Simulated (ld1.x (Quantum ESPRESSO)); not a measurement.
Si (Z = 14): one change to an ultrasoft potential, before and after

| Property | Result |
| --- | --- |
| Element | Si |
| Generator | ld1.x (Quantum ESPRESSO) 7.5 |
| Type | ultrasoft |
| Functional | LDA (PZ) |
| Relativity | scalar-relativistic |
| Frozen core | [Ne] |
| Valence charge | 4 |
| Reference configuration | 3s2 3p1 (charge +1) |
| Partial waves | 3s (bound): rcut 1.25, rcutus 1.60 bohr; 3s channel at 0.6 Ry: rcut 1.25, rcutus 1.60 bohr; 3p (bound): rcut 1.30, rcutus 1.60 bohr; 3p channel at 0.05 Ry: rcut 1.30, rcutus 1.60 bohr |
| Local potential | all-electron potential smoothed inside 1.45 bohr (lloc = -2) |
| Core correction | Bessel-smoothed model core inside 1.45 bohr |
| Augmentation charge | PSQ, radius 1.20 bohr |

Change: core correction Bessel-smoothed model core inside 1.66 bohr.

Cutoffs: the cutoffs (Ry, on a coarse ladder) from which the occupation-weighted sum of valence levels, in a spherical-Bessel basis at the reference potential, stays within 10 and 1 mRy of its value at 400 Ry; they do not see the model core or the augmentation charge, which bear on the density cutoff. Errors are all-electron minus pseudo energies relative to the spin-unpolarised reference configuration.

How do hardness, ghosts and transferability respond?

The potential gets neither clearly harder nor softer (12 Ry and 18 Ry → 12 Ry and 18 Ry); of the 9 tests that both files solve, the error grows in 4 and shrinks in 2 by more than 15 % and 0.3 meV (median size 1.6 → 1.5 meV); neither file shows a bound ghost. A wider model core is smoother and lowers the density cutoff, which this test does not measure.

```tsv
quantity	base	changed
cutoff, loose	12 Ry	12 Ry
cutoff, tight	18 Ry	18 Ry
bound ghosts	none	none
error for 3s2 3p2, meV [ΔE -7.83 eV]	+0.6	+0.9
error for 3s2 3p0, meV [ΔE 16.11 eV]	-1.0	+0.6
error for 3s1 3p0, meV [ΔE 50.26 eV]	-24	-1.5
error for 3s1 3p3, meV [ΔE -1.02 eV]	+1.6	+1.9
error for 3s2 3p1.5, meV [ΔE -4.86 eV]	+0.3	+0.4
error for 3s0 3p4, meV [ΔE 5.95 eV]	+1.6	+4.1
error for 3s2 3p2.3, meV [ΔE -8.79 eV]	+0.8	+1.0
error for 3s2 3p1 (spin-polarised), meV [ΔE -0.20 eV]	+2.6	+5.8
error for 3s2 3p2 (spin-polarised), meV [ΔE -8.44 eV]	+7.1	+15
s: phases at 1.74 bohr within 0.05 rad from the reference energy up to (Ry; the scan ends near 5)	to the end of the scan	to the end of the scan
p: phases at 1.74 bohr within 0.05 rad from the reference energy up to (Ry; the scan ends near 5)	4.1	4.1
lowest overlap eigenvalue by channel	s 0.50, p 0.76	s 0.50, p 0.76
```
